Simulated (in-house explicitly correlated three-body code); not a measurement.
Computed with an exponentially correlated three-body code. Model: two electrons around a point charge, non-relativistic, variational in 260 exponentially correlated functions (energies converged to about 1e-7 hartree, or 1e-8 relative for large Z), ground state as one setting changes.

Given: nuclear charge 5.

```json
{"Yukawa screening of all interactions (1/bohr)": "0.01", "ground energy (hartree)": "-21.9411095", "binding of second electron (eV)": "258.26", "mean radius (bohr)": "0.32456", "mean distance of electrons (bohr)": "0.48244", "mean cosine of angle": "-0.026437"}
{"Yukawa screening of all interactions (1/bohr)": "0.025", "ground energy (hartree)": "-21.8068321", "binding of second electron (eV)": "256.64", "mean radius (bohr)": "0.32456", "mean distance of electrons (bohr)": "0.48245", "mean cosine of angle": "-0.026436"}
{"Yukawa screening of all interactions (1/bohr)": "0.05", "ground energy (hartree)": "-21.5844023", "binding of second electron (eV)": "253.95", "mean radius (bohr)": "0.32459", "mean distance of electrons (bohr)": "0.48249", "mean cosine of angle": "-0.026433"}
{"Yukawa screening of all interactions (1/bohr)": "0.1", "ground energy (hartree)": "-21.1446042", "binding of second electron (eV)": "248.64", "mean radius (bohr)": "0.32469", "mean distance of electrons (bohr)": "0.48265", "mean cosine of angle": "-0.026421"}
{"Yukawa screening of all interactions (1/bohr)": "0.175", "ground energy (hartree)": "-20.4973209", "binding of second electron (eV)": "240.82", "mean radius (bohr)": "0.32497", "mean distance of electrons (bohr)": "0.48307", "mean cosine of angle": "-0.026387"}
{"Yukawa screening of all interactions (1/bohr)": "0.25", "ground energy (hartree)": "-19.8645713", "binding of second electron (eV)": "233.18", "mean radius (bohr)": "0.32539", "mean distance of electrons (bohr)": "0.48371", "mean cosine of angle": "-0.026338"}
{"Yukawa screening of all interactions (1/bohr)": "0.375", "ground energy (hartree)": "-18.8412629", "binding of second electron (eV)": "220.84", "mean radius (bohr)": "0.32637", "mean distance of electrons (bohr)": "0.48523", "mean cosine of angle": "-0.026225"}
{"Yukawa screening of all interactions (1/bohr)": "0.5", "ground energy (hartree)": "-17.8556691", "binding of second electron (eV)": "208.96", "mean radius (bohr)": "0.32771", "mean distance of electrons (bohr)": "0.48728", "mean cosine of angle": "-0.026076"}
{"Yukawa screening of all interactions (1/bohr)": "0.75", "ground energy (hartree)": "-15.991992", "binding of second electron (eV)": "186.55", "mean radius (bohr)": "0.33137", "mean distance of electrons (bohr)": "0.4929", "mean cosine of angle": "-0.02569"}
{"Yukawa screening of all interactions (1/bohr)": "1", "ground energy (hartree)": "-14.2635329", "binding of second electron (eV)": "165.81", "mean radius (bohr)": "0.33631", "mean distance of electrons (bohr)": "0.5005", "mean cosine of angle": "-0.025204"}
{"Yukawa screening of all interactions (1/bohr)": "1.25", "ground energy (hartree)": "-12.6619074", "binding of second electron (eV)": "146.64", "mean radius (bohr)": "0.34256", "mean distance of electrons (bohr)": "0.51011", "mean cosine of angle": "-0.024633"}
{"Yukawa screening of all interactions (1/bohr)": "1.5", "ground energy (hartree)": "-11.1799434", "binding of second electron (eV)": "128.95", "mean radius (bohr)": "0.35018", "mean distance of electrons (bohr)": "0.52185", "mean cosine of angle": "-0.023988"}
{"Yukawa screening of all interactions (1/bohr)": "2", "ground energy (hartree)": "-8.5507863", "binding of second electron (eV)": "97.727", "mean radius (bohr)": "0.37013", "mean distance of electrons (bohr)": "0.55266", "mean cosine of angle": "-0.022498"}
{"Yukawa screening of all interactions (1/bohr)": "2.5", "ground energy (hartree)": "?", "binding of second electron (eV)": "?", "mean radius (bohr)": "?", "mean distance of electrons (bohr)": "?", "mean cosine of angle": "?"}
{"Yukawa screening of all interactions (1/bohr)": "3", "ground energy (hartree)": "-4.49620614", "binding of second electron (eV)": "50.145", "mean radius (bohr)": "0.43745", "mean distance of electrons (bohr)": "0.65738", "mean cosine of angle": "-0.018762"}
{"Yukawa screening of all interactions (1/bohr)": "3.5", "ground energy (hartree)": "-3.00833322", "binding of second electron (eV)": "32.994", "mean radius (bohr)": "0.49513", "mean distance of electrons (bohr)": "0.74781", "mean cosine of angle": "-0.016486"}
{"Yukawa screening of all interactions (1/bohr)": "4", "ground energy (hartree)": "-1.84573096", "binding of second electron (eV)": "19.813", "mean radius (bohr)": "0.58515", "mean distance of electrons (bohr)": "0.88989", "mean cosine of angle": "-0.013887"}
{"Yukawa screening of all interactions (1/bohr)": "4.5", "ground energy (hartree)": "?", "binding of second electron (eV)": "?", "mean radius (bohr)": "?", "mean distance of electrons (bohr)": "?", "mean cosine of angle": "?"}
{"Yukawa screening of all interactions (1/bohr)": "5", "ground energy (hartree)": "-0.407355611", "binding of second electron (eV)": "4.0874", "mean radius (bohr)": "1.0713", "mean distance of electrons (bohr)": "1.6669", "mean cosine of angle": "-0.0075007"}
```

**Question.** What follows for Yukawa screening of all interactions = 4.5?

**Answer.** ground energy -0.98590366 hartree; binding of second electron 10.287 eV; mean radius 0.74156 bohr; mean distance of electrons 1.1386 bohr; mean cosine of angle -0.01091.

**Question.** What follows for Yukawa screening of all interactions = 2.5?

**Answer.** ground energy -6.33418301 hartree; binding of second electron 71.6 eV; mean radius 0.39804 bohr; mean distance of electrons 0.59595 bohr; mean cosine of angle -0.020758.
